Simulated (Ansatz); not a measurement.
`B/C=C/O`, charge 0, multiplicity 1.

Problem. Give a relaxed structure at PBE0-D4/def2-TZVP (the Gaussian-basis code of Ansatz). (An estimate is asked.)

Solution. Ansatz gave: 
Cartesian coordinates in Å:
```
B 1.3859 -0.5733 0.5157
C 0.0297 0.0869 0.4699
C -0.6258 0.1563 -0.7070
O -1.8201 0.6975 -0.9339
H 1.8489 -1.0211 -0.4968
H 2.0114 -0.6624 1.5324
H -0.4551 0.5162 1.3475
H -0.2006 -0.2511 -1.6194
H -2.1742 1.0509 -0.1084
```
Point group Cs.
This is one stationary point; other conformers may exist.
